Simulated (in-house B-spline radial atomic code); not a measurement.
The numbers below are computed, except where a source is named.
**Sb in an electron gas of r_s = 3: phase shifts, screening, friction and resistivity**

A nucleus sits in a uniform electron gas with a rigid positive background. The Kohn-Sham equations are solved self-consistently in the spin-unpolarised LDA (PW92), non-relativistic, on B-splines with outgoing waves at the boundary and partial waves to l = 8. The model has no lattice, no bands and no magnetic solution. Atomic units; δ_l are the phase shifts at the Fermi level, counted so that each bound state adds π, and good to about 0.0005.

The density parameter is r_s = 3 bohr, near that of the valence electrons of Ag (1 per atom, density 10.5 g/cm³, mass 107.87 u, which gives r_s = 3.02).

```tsv
l	δ_l (rad)
0	13.8863
1	11.1475
2	6.5089
3	0.0318
4	0.0023
5	0.0003
6	0.0002
7	0.0003
8	0.0002
```

Bound levels below the band bottom (hartree): d -18.91, s -4.726, p -3.324, d -0.9771, s -0.1761 and deeper ones.

(1) Check the Friedel sum rule, and say where the screening charge sits.

(2) Find the transport cross section and the electronic stopping of a 1 keV Sb ion (mass 121.76 u).

(3) What residual resistivity would 1 atomic per cent of such centres give in Ag?

(4) On a substitutional site the background of one host ion, a sphere holding 1 charge, is taken out. The phase shifts for l = 0 to 4 become 13.7650, 10.8786, 6.3989, 0.0190, 0.0018. What follows?

## Answers

(1) k_F = (9π/4)^(1/3)/r_s = 0.63972. The rule is Z = (2/π) Σ (2l + 1) δ_l. The terms are s 8.840, p 21.290, d 20.718, f 0.142 and 0.022 beyond, in all 51.013 against Z = 51. Bound states hold 10 s, 18 p, 20 d electrons, so the scattering states carry 3.01 in all; where a term is smaller than its bound count, the bound level has drawn weight out of the band.

(2) σ_tr = (4π/k_F²) Σ (l + 1) sin²(δ_l − δ_(l+1)). The terms for l = 0 to 3 are 0.1537, 1.9891, 0.1114, 0.0035, all together 2.2577, so σ_tr = 30.707 × 2.2577 = 69.326 bohr². With n = 3/(4π r_s³) = 0.008842, the friction coefficient is Q = n k_F σ_tr = 0.3921. For v well below v_F = 0.640, dE/dx = Q v; with 24801 eV per u at v = 1, v = √(1000/(24801 × 121.76)) = 0.0182, so dE/dx = 0.00714 hartree/bohr = 3.67 eV/nm. The largest term couples the p and d waves.

(3) Δρ = k_F n_i σ_tr/n in atomic units of 21.74 μΩ·cm. With one host atom per 1 electron, n_i/n = 0.01/1, so Δρ = 0.6397 × 0.01000 × 69.326 × 21.74 = 9.64 μΩ·cm. This is an atom added to the gas, as on an interstitial site.

(4) The Friedel sum is now 50.01, for Z − 1 = 50. The sum in σ_tr is 1.9865, so σ_tr = 61.00 bohr² and Δρ = 8.48 μΩ·cm per atomic per cent, 0.88 times the value above. A real host ion scatters too, so this model doesn't give zero even for the host's own atom.
